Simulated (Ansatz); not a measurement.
Ansatz (a first-principles code) input for BiCl3, SMILES [Cl][Bi]([Cl])[Cl], B3LYP-D3(BJ)/def2-SVP. 

Ansatz 0.2 input:
```yaml
crystal:
  periodic: [false, false, false]
  atoms:
    - {symbol: Bi, position_ang: [-0.00000000, 0.00000000, 0.50284035]}
    - {symbol: Cl, position_ang: [-1.81013990, -1.04508476, -0.81834802]}
    - {symbol: Cl, position_ang: [0.00000001, 2.09016952, -0.81834802]}
    - {symbol: Cl, position_ang: [1.81013991, -1.04508477, -0.81834801]}
basis:
  gaussian:
    orbitals: def2-SVP
hamiltonian:
  xc: b3lyp
  dispersion: d3bj
relax: {f_tol: 0.002, max_steps: 200}
```

It prints:

```
WARN ansatz: RAYON_NUM_THREADS=1 ignored (pool sized by the plan → 1); use --threads N
Functional definition: B3LYP
integrals: 0.03 GiB planned
863 factors; integrals over basis functions are off by at most 2.9e-4 eV
mean field: 0.35 GiB planned
mean field evaluation 1: about -43400.0825 eV, gradient 2.9e1 eV
mean field evaluation 2: about -43392.6564 eV, gradient 5.8e1 eV
mean field evaluation 4: about -43402.9307 eV, gradient 1.0e0 eV
mean field evaluation 8: about -43402.9639 eV, gradient 1.2e-2 eV
mean field evaluation 16: about -43402.9639 eV, gradient 1.3e-5 eV
mean field -43402.96391812 eV, -1595.0295044053 hartree, gradient 1.3e-5 eV, S^2 0.000000; 0 other end points of the search recorded, 0 dependent functions left out
the calculation of the forces begins
reference -43402.96413720 eV, -1595.0295124562 hartree; 37, 37 occupied and 43, 43 virtual orbitals, 863 factors
relax step   1: F+E_penalty+E_count = -43403.30136971 eV  Δ(F+E_penalty+E_count) = +0.000e0 eV  max|allowed force component| = 4.906e-1 eV/Å  Δτ_max = 0.0000 Å  (27 SCF iters, accepted)
these checks for a lower state are left out or cut short: starts, cluster_reference, orbital_swaps, neighbouring_geometries, increment
integrals: 0.03 GiB planned
863 factors; integrals over basis functions are off by at most 2.5e-4 eV
mean field: 0.35 GiB planned
mean field -43403.01076296 eV, -1595.0312259214 hartree, gradient 1.7e-5 eV, S^2 0.000000; 0 other end points of the search recorded, 0 dependent functions left out
the calculation of the forces begins
reference -43403.01098997 eV, -1595.0312342638 hartree; 37, 37 occupied and 43, 43 virtual orbitals, 863 factors
relax step   2: F+E_penalty+E_count = -43403.32377684 eV  Δ(F+E_penalty+E_count) = -2.241e-2 eV  max|allowed force component| = 2.385e-1 eV/Å  Δτ_max = 0.1948 Å  (29 SCF iters, accepted)
these checks for a lower state are left out or cut short: starts, cluster_reference, orbital_swaps, neighbouring_geometries, increment
integrals: 0.03 GiB planned
863 factors; integrals over basis functions are off by at most 2.6e-4 eV
mean field: 0.35 GiB planned
mean field evaluation 32: about -43403.0374 eV, gradient 1.1e-5 eV
mean field -43403.03735857 eV, -1595.0322032920 hartree, gradient 1.1e-5 eV, S^2 0.000000; 0 other end points of the search recorded, 0 dependent functions left out
the calculation of the forces begins
reference -43403.03758204 eV, -1595.0322115043 hartree; 37, 37 occupied and 43, 43 virtual orbitals, 863 factors
relax step   3: F+E_penalty+E_count = -43403.35996476 eV  Δ(F+E_penalty+E_count) = -3.619e-2 eV  max|allowed force component| = 2.796e-2 eV/Å  Δτ_max = 0.0743 Å  (29 SCF iters, accepted)
these checks for a lower state are left out or cut short: starts, cluster_reference, orbital_swaps, neighbouring_geometries, increment
integrals: 0.03 GiB planned
863 factors; integrals over basis functions are off by at most 2.6e-4 eV
mean field: 0.35 GiB planned
mean field -43403.03651055 eV, -1595.0321721278 hartree, gradient 5.3e-6 eV, S^2 0.000000; 0 other end points of the search recorded, 0 dependent functions left out
the calculation of the forces begins
reference -43403.03673344 eV, -1595.0321803189 hartree; 37, 37 occupied and 43, 43 virtual orbitals, 863 factors
relax step   4: F+E_penalty+E_count = -43403.36058282 eV  Δ(F+E_penalty+E_count) = -6.181e-4 eV  max|allowed force component| = 7.057e-3 eV/Å  Δτ_max = 0.0108 Å  (32 SCF iters, accepted)
these checks for a lower state are left out or cut short: starts, cluster_reference, orbital_swaps, neighbouring_geometries, increment
integrals: 0.03 GiB planned
863 factors; integrals over basis functions are off by at most 2.6e-4 eV
mean field: 0.35 GiB planned
mean field -43403.03654128 eV, -1595.0321732571 hartree, gradient 2.5e-5 eV, S^2 0.000000; 0 other end points of the search recorded, 0 dependent functions left out
the calculation of the forces begins
reference -43403.03676418 eV, -1595.0321814486 hartree; 37, 37 occupied and 43, 43 virtual orbitals, 863 factors
relax step   5: F+E_penalty+E_count = -43403.36058489 eV  Δ(F+E_penalty+E_count) = -2.072e-6 eV  max|allowed force component| = 8.982e-4 eV/Å  Δτ_max = 0.0003 Å  (19 SCF iters, accepted)
integrals: 0.03 GiB planned
863 factors; integrals over basis functions are off by at most 2.6e-4 eV
mean field: 0.35 GiB planned
mean field -43403.03654128 eV, -1595.0321732571 hartree, gradient 2.5e-5 eV, S^2 0.000000; 1 other end points of the search recorded, 0 dependent functions left out
the calculation of the forces begins
reference -43403.03676418 eV, -1595.0321814486 hartree; 37, 37 occupied and 43, 43 virtual orbitals, 863 factors
Total energy: -43403.36080779 eV, -1595.0440898318 hartree
Atom 0 at     0.000000     0.000000     0.393496 Å, force     0.000000    -0.000006    -0.000898 eV/Å
Atom 1 at    -1.890034    -1.091215    -0.781900 Å, force     0.000367     0.000214     0.000300 eV/Å
Atom 2 at     0.000000     2.182431    -0.781899 Å, force    -0.000000    -0.000422     0.000297 eV/Å
Atom 3 at     1.890034    -1.091215    -0.781900 Å, force    -0.000367     0.000214     0.000300 eV/Å
Dipole moment:    -0.000000    -0.000002     0.839940 e Å
```

Self-consistency was reached.
